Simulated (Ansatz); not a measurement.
The cluster B4P5⁻, relaxed as a singlet with RKS B3LYP-D4/def2-SVPD in Ansatz, starting from the GFN1-xTB geometry. Force threshold 0.02 eV/Å.

The structure comes from a short search, and lower isomers may exist.

Start:

```tsv
atom	x (Å)	y (Å)	z (Å)
B1	0.265	-1.374	0.262
B2	1.616	-0.590	-0.027
B3	0.239	-0.122	1.463
B4	-1.710	0.127	-0.440
P5	1.985	0.511	1.520
P6	-0.961	-1.481	-1.244
P7	-1.263	1.132	1.140
P8	-0.766	1.716	-0.981
P9	0.596	0.080	-1.693
```

**Question.** Estimate the energy that the relaxation releases and the steps that it takes.

**Answer.** 1.54 eV, in 22 steps; 2.1 min on 4 threads of Arm Neoverse V1 on a shared host. No frequencies were taken in this run, so the end may be a saddle point.

**Question.** Does the start keep its bonding?

**Answer.** Bonds lost: B2–P9 (atoms count from 1). Bonds formed: B1–P9 (atoms count from 1).

**Question.** Predict the relaxed structure.

**Answer.** 
```xyz
9

B     0.650   -0.799   -0.414
B     1.767   -0.873    0.686
B     0.587    0.293    1.110
B    -1.643    0.071   -0.350
P     2.006   -0.030    2.263
P    -1.050   -1.622   -1.016
P    -1.083    1.243    1.060
P    -1.323    1.693   -1.241
P     0.090    0.024   -2.099
```
Bond lengths: 8 × B–P 1.80 to 1.98 Å; 3 × B–B 1.57 to 1.88 Å; 3 × P–P 2.28 to 2.36 Å.
